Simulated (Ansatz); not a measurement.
CH₆AlNS, SMILES `[AlH2][NH]CS`, charge 0, multiplicity 1.

**Question.** Give a relaxed structure at PBE0-D4/def2-TZVP (Ansatz 0.2.0). (An estimate is asked.)

**Answer.** Ansatz gave: 
```xyz
10

Al    0.489   -1.666   -0.851
N    -0.429   -0.427    0.034
C    -0.268    0.990   -0.040
S     0.722    1.763    1.299
H     1.510   -1.148   -1.943
H     0.180   -3.179   -0.513
H    -1.077   -0.699    0.759
H    -1.226    1.514   -0.077
H     0.284    1.257   -0.944
H    -0.184    1.595    2.276
```
This is one stationary point; other conformers may exist.
